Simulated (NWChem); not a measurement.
# CH4ClFSi; SMILES [SiH](Cl)(F)C

Program: NWChem. Geometry: optimised at PBE0/def2-SVP. Level: PBE/def2-SVP with SMD (1 M gas to 1 M solution), gas-phase geometry. Reactions with the solvent are ignored.

| solvent | dielectric constant | solvation free energy (kcal/mol) | cavity-dispersion-structure term (kcal/mol) | dipole in solution (D) |
|---|---|---|---|---|
| water | 78.4 | 0.3 | 3.1 | 2.60 |
| n-hexane | 1.88 | -2.3 | -1.1 | 2.29 |
| anisole | 4.22 | -2.5 | -0.4 | 2.46 |
| N,N-dimethylformamide | 37.2 | -2.6 | … | 2.59 |
| benzene | 2.27 | -2.6 | -1.2 | 2.34 |
| chloroform | 4.71 | -3.2 | -1.1 | 2.48 |
| ethyl acetate | 5.99 | -2.9 | -0.6 | 2.50 |

Q: Complete the blanks.

A: 
- N,N-dimethylformamide, cavity-dispersion-structure term (kcal/mol): 0.1
